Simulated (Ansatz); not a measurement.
Ansatz (a first-principles code) input (HF/6-31G*):

Ansatz 0.2 input:
```yaml
crystal:
  periodic: [false, false, false]
  atoms:
    - {symbol: Na, position_ang: [-0.00000000, -0.00000000, -0.86395200]}
    - {symbol: O, position_ang: [0.00000000, 0.00000000, 1.18793500]}
basis:
  gaussian:
    orbitals: 6-31G*
hamiltonian:
  xc: {name: HF}
magnetization: {spin_polarized: true, initial_magnetization: 1}
relax: {f_tol: 0.003, max_steps: 120}
```

Output:

```
Functional definition: HF
integrals: 0.00 GiB planned
302 factors; integrals over basis functions are off by at most 2.3e-4 eV
mean field: 0.06 GiB planned
mean field evaluation 1: about -6438.0766 eV, gradient 1.9e1 eV
mean field evaluation 2: about -6438.0956 eV, gradient 1.9e1 eV
mean field evaluation 4: about -6439.5543 eV, gradient 7.5e-1 eV
mean field evaluation 8: about -6439.5631 eV, gradient 1.7e-3 eV
mean field evaluation 16: about -6434.1284 eV, gradient 2.3e1 eV
mean field evaluation 32: about -6439.4520 eV, gradient 3.4e-1 eV
mean field evaluation 64: about -6435.7627 eV, gradient 2.5e0 eV
mean field evaluation 96: about -6439.1364 eV, gradient 1.1e1 eV
mean field evaluation 128: about -6439.5627 eV, gradient 1.7e-1 eV
mean field -6439.56314737 eV, -236.6495807733 hartree, gradient 8.1e-6 eV, S^2 0.760063; 3 other end points of the search recorded, 0 dependent functions left out
the calculation of the forces begins
reference -6439.56314737 eV, -236.6495807733 hartree; 10, 9 occupied and 24, 25 virtual orbitals, 302 factors
relax step   1: F+E_penalty+E_count = -6439.56314737 eV  Δ(F+E_penalty+E_count) = +0.000e0 eV  max|allowed force component| = 1.529e-1 eV/Å  Δτ_max = 0.0000 Å  (199 SCF iters, accepted)
these checks for a lower state are left out or cut short: starts, cluster_reference, orbital_swaps, neighbouring_geometries, increment
integrals: 0.00 GiB planned
302 factors; integrals over basis functions are off by at most 2.2e-4 eV
mean field: 0.06 GiB planned
mean field -6439.56418422 eV, -236.6496188767 hartree, gradient 7.9e-6 eV, S^2 0.759911; 0 other end points of the search recorded, 0 dependent functions left out
the calculation of the forces begins
reference -6439.56418422 eV, -236.6496188767 hartree; 10, 9 occupied and 24, 25 virtual orbitals, 302 factors
relax step   2: F+E_penalty+E_count = -6439.56418422 eV  Δ(F+E_penalty+E_count) = -1.037e-3 eV  max|allowed force component| = 7.120e-2 eV/Å  Δτ_max = 0.0046 Å  (42 SCF iters, accepted)
these checks for a lower state are left out or cut short: starts, cluster_reference, orbital_swaps, neighbouring_geometries, increment
integrals: 0.00 GiB planned
302 factors; integrals over basis functions are off by at most 2.2e-4 eV
mean field: 0.06 GiB planned
mean field -6439.56446127 eV, -236.6496290582 hartree, gradient 7.0e-6 eV, S^2 0.759786; 0 other end points of the search recorded, 0 dependent functions left out
the calculation of the forces begins
reference -6439.56446127 eV, -236.6496290582 hartree; 10, 9 occupied and 24, 25 virtual orbitals, 302 factors
relax step   3: F+E_penalty+E_count = -6439.56446127 eV  Δ(F+E_penalty+E_count) = -2.771e-4 eV  max|allowed force component| = 1.389e-3 eV/Å  Δτ_max = 0.0039 Å  (43 SCF iters, accepted)
integrals: 0.00 GiB planned
302 factors; integrals over basis functions are off by at most 2.2e-4 eV
mean field: 0.06 GiB planned
mean field evaluation 160: about -6439.5645 eV, gradient 7.4e-4 eV
mean field evaluation 192: about -6438.2578 eV, gradient 1.4e0 eV
mean field evaluation 224: about -6437.4728 eV, gradient 1.9e0 eV
mean field evaluation 256: about -6438.6098 eV, gradient 1.4e0 eV
mean field -6439.56446127 eV, -236.6496290582 hartree, gradient 7.0e-6 eV, S^2 0.759786; 5 other end points of the search recorded, 0 dependent functions left out
the calculation of the forces begins
reference -6439.56446127 eV, -236.6496290582 hartree; 10, 9 occupied and 24, 25 virtual orbitals, 302 factors
Total energy: -6439.56446127 eV, -236.6496290582 hartree
Atom 0 at    -0.000000    -0.000000    -0.855393 Å, force    -0.000000     0.000000    -0.001389 eV/Å
Atom 1 at     0.000000     0.000000     1.179376 Å, force    -0.000000     0.000000     0.001389 eV/Å
Dipole moment:     0.000000    -0.000000    -1.718386 e Å
```

The geometry given is a B3LYP-D3(BJ)/def2-TZVP minimum.
